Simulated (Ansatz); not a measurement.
`C[O][SnH]([CH3])[NH2]` + `[O]=[W]([OH])([F])=[S]` → `C[O][W](=[O])([F])=[S]` + `[CH3][SnH]([NH2])[OH]`  (substitution at a C–O bond)

Isolated molecules relaxed with PBE0-D4/def2-TZVP in Ansatz; ΔE leaves out vibrations. CBS: MP2 limit from def2 TZ/QZ plus the TZ coupled-cluster correction, frozen cores. Elements past krypton have def2 core potentials. For Sn, W outer-core shells are correlated without core-valence functions, which leaves a few kJ/mol of doubt a bond. One conformer a species, not always the lowest.

```csv
level,ΔE (eV)
MP2/CBS(def2),-0.23
CCSD/CBS(def2),-0.19
```

Question: What does CCSD(T)/CBS give? (Estimate.)

Answer: The calculation gave: -0.20 eV. The listed levels differ from it by -0.03, 0.01 eV.

Largest T1 diagnostic among the species: 0.023, so the coupled-cluster value is less sure than usual.
